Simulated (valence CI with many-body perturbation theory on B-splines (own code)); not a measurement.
Level structure of W69+

Computed by relativistic CI+MBPT: three valence electrons over a frozen Dirac-Fock core [He], a basis of 11 s, 11 p, 9 d, 7 f, 5 g, 2 h, 1 i functions for each j, with the one-electron correlation potential Σ1, the two-electron term Σ2, the three-electron term Σ3, Breit, model QED; selected CI, second order for the rest (own B-spline code, finite nucleus).

No measured spectrum was set against this ion. As an estimate, large intervals hold to a few tenths of a per cent, small ones and those within an open d or f shell to about a per cent.

Levels 91 to 103 of 103, with energies above the lowest level, (2s^2 2p1/2) J=1/2. "Leading %" is the weight of the configuration and term that name the level; weights of strongly mixed levels are sums over their largest components and can fall short. In the jj column 3d3/2^4 stands for four electrons in 3d with j = 3/2. Lifetimes count E1, E2, E3, M1 and M2 decay at the calculated energies, and are blank where another channel may lead or the interval is too uncertain; long ones can be off by a factor of two.

```
No.  Configuration  Term    J  E (Ry)  Leading %      g  Lifetime                 Leading jj
 91          2p²3p   ²P°  1/2  965.74         87  0.623   2.22 fs   2p1/2 2p3/2 3p3/2 (99 %)
 92          2p²3d    ²G  7/2  966.21         55  0.997   18.7 fs   2p1/2 2p3/2 3d3/2 (99 %)
 93          2p²3d    ²D  5/2  967.43         37  1.116    502 as   2p1/2 2p3/2 3d3/2 (99 %)
 94          2p²3d    ²D  3/2  967.85         47  1.098    486 as   2p1/2 2p3/2 3d3/2 (99 %)
 95          2p²3d    ²P  1/2  968.61         39  1.601    455 as  2p1/2 2p3/2 3d3/2 (100 %)
 96          2p²3d    ⁴D  7/2  973.13         46  1.292   16.3 fs  2p1/2 2p3/2 3d5/2 (100 %)
 97          2p²3d    ²G  9/2  974.45         65  1.163   56.2 fs  2p1/2 2p3/2 3d5/2 (100 %)
 98          2p²3d    ²P  3/2  974.54         40  1.308    810 as   2p1/2 2p3/2 3d5/2 (99 %)
 99          2p²3d    ²F  5/2  974.65         44  1.127    657 as   2p1/2 2p3/2 3d5/2 (99 %)
100          2p²3d    ²D  5/2  975.98         58  1.249    433 as   2p1/2 2p3/2 3d5/2 (99 %)
101          2p²3d    ²F  7/2  976.49         70  1.122    398 as   2p1/2 2p3/2 3d5/2 (99 %)
102          2p²3d    ²D  3/2  977.07         57  0.960    590 as  2p1/2 2p3/2 3d5/2 (100 %)
103          2p²3d    ²P  1/2  977.51         57  1.220    560 as  2p1/2 2p3/2 3d5/2 (100 %)
```
